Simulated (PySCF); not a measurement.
## Electric field gradients and quadrupole coupling constants

Compound: C₄H₇NO₂S.
Numbering: `[CH2:1]=[N:2][C:3](=[CH2:4])[S:5]([CH3:6])(=[O:7])=[O:8]` (hydrogens: H9, H10 on C1; H11, H12 on C4; H13, H14, H15 on C6)

Cartesian coordinates in Å at the GFN2-xTB level; atoms count from 1:
```
atom  x, y, z in Å
C1    -2.2138    0.2128    0.5309
N2    -1.0970   -0.2826    0.8319
C3    -0.2288   -0.8591   -0.0336
C4     0.2845   -2.0783   -0.0404
S5     0.4304    0.3488   -1.2353
C6     1.5288    1.3908   -0.2316
O7     1.2202   -0.3395   -2.2178
O8    -0.6675    1.1587   -1.6945
H9    -2.7531    0.7321    1.3109
H10   -2.6757    0.1501   -0.4514
H11    1.0374   -2.3179   -0.7684
H12   -0.0548   -2.8530    0.6248
H13    2.3392    0.7687    0.1237
H14    1.9013    2.1870   -0.8639
H15    0.9446    1.7895    0.5872
```

Field gradients from the PBE0/pcSseg-1 density (PySCF, non-relativistic), principal values in atomic units, ordered |Vxx| ≤ |Vyy| ≤ |Vzz|:

| atom | Vxx | Vyy | Vzz |
| --- | --- | --- | --- |
| N2 | 0.3810 | 0.6477 | -1.0288 |
| S5 | 0.0561 | 0.0867 | -0.1428 |
| O7 | -0.5972 | -0.7661 | 1.3633 |
| O8 | -0.5962 | -0.7476 | 1.3438 |

**Question.** Find the asymmetry η = (Vxx − Vyy)/Vzz and the couplings χ = eQV/h (234.96 MHz × Q in barn × V in au), with Q(14N) = 0.02044 b, Q(33S) = −0.0678 b, Q(17O) = −0.0256 b.

**Answer.** 
```json
{"atom": "N2", "environment": "imine nitrogen", "nucleus": "14N", "η": "0.26", "χzz (MHz)": "-4.941", "χxx (MHz)": "1.830", "χyy (MHz)": "3.111"}
{"atom": "S5", "environment": "sulfonyl sulfur", "nucleus": "33S", "η": "0.21", "χzz (MHz)": "2.276", "χxx (MHz)": "-0.895", "χyy (MHz)": "-1.381"}
{"atom": "O7", "environment": "sulfonyl oxygen", "nucleus": "17O", "η": "0.12", "χzz (MHz)": "-8.20", "χxx (MHz)": "3.59", "χyy (MHz)": "4.61"}
{"atom": "O8", "environment": "sulfonyl oxygen", "nucleus": "17O", "η": "0.11", "χzz (MHz)": "-8.08", "χxx (MHz)": "3.59", "χyy (MHz)": "4.50"}
```

The tensor is traceless: Vxx + Vyy + Vzz = 0.

**Question.** What is Vzz at O8 in SI units (1 au = 9.71736 × 10²¹ V/m²)?

**Answer.** 1.3438 au = 13.058 × 10²¹ V/m².

**Question.** And the gradient at the other heavy atoms, for which no coupling is worked out here?

**Answer.** 
```csv
atom,environment,Vzz (au),η
C1,imine carbon,0.487,0.20
C3,vinylic carbon bearing nitrogen,-0.263,0.39
C4,terminal =CH2 carbon,0.287,0.20
C6,S-methyl carbon,0.246,0.02
```

**Question.** What couplings would deuterons (Q(2H) = 0.00286 b) have in place of the hydrogens, at this geometry?

**Answer.** 
```csv
atom,bonded to,bond length (Å),Vzz (au),η,χzz (kHz)
H9,C1,1.081,0.3182,0.02,214
H10,C1,1.087,0.3026,0.05,203
H11,C4,1.074,0.3323,0.06,223
H12,C4,1.076,0.3379,0.04,227
H13,C6,1.082,0.3189,0.04,214
H14,C6,1.083,0.3191,0.04,214
H15,C6,1.082,0.3174,0.04,213
```

Geometry: GFN2-xTB, one conformer, isolated molecule. GFN2-xTB bond lengths can be off by several hundredths of an ångström, more for odd bonds, and the gradients follow them. The small basis limits the accuracy of the gradients.
